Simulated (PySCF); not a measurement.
MoOBr3, SMILES [O]=[Mo]([Br])([Br])[Br] (connectivity only; charge and spin as stated), neutral, multiplicity 2.

Coordinates come from a B3LYP-D3(BJ)/def2-SVP optimisation. The multiplicity is an assumed one; other spin states were not compared. The def2 effective core potentials stand for the cores of Mo; spin–orbit coupling is left out.

The numbers are results of TDA-CAM-B3LYP/def2-SVPD run with PySCF, not measurements.

Vertical excitations. 

```
state    energy (eV)  λ (nm)      f                                                                                           main pairs
-------  -----------  ------  -----  ---------------------------------------------------------------------------------------------------
root 1          0.50    2485  0.000                                                                                     α HOMO→LUMO 94 %
root 2          2.03     612  0.000                                                                                   α HOMO→LUMO+1 93 %
root 3          2.19     566  0.001                                                                                   α HOMO→LUMO+2 92 %
root 4          3.00     413  0.001                                              α HOMO→LUMO+3 67 %, α HOMO−1→LUMO 21 %, β HOMO→LUMO 7 %
root 5          3.12     397  0.001                          α HOMO→LUMO+3 23 %, α HOMO−1→LUMO 19 %, α HOMO−2→LUMO 8 %, β HOMO→LUMO 42 %
root 6          3.25     381  0.001                                                               α HOMO−2→LUMO 72 %, β HOMO−1→LUMO 12 %
root 7          3.34     371  0.000                                            α HOMO−3→LUMO 75 %, β HOMO→LUMO+1 14 %, β HOMO−2→LUMO 7 %
root 8          3.42     363  0.006                                             α HOMO−1→LUMO 31 %, β HOMO→LUMO 36 %, β HOMO−1→LUMO 25 %
root 9          3.51     353  0.012                                         β HOMO→LUMO+1 58 %, β HOMO−2→LUMO 24 %, β HOMO−1→LUMO+1 10 %
root 10         3.70     335  0.013  α HOMO−4→LUMO 14 %, α HOMO−3→LUMO 7 %, β HOMO−1→LUMO+1 41 %, β HOMO−2→LUMO 17 %, β HOMO→LUMO+1 14 %
```
Unrestricted roots are not spin-pure.
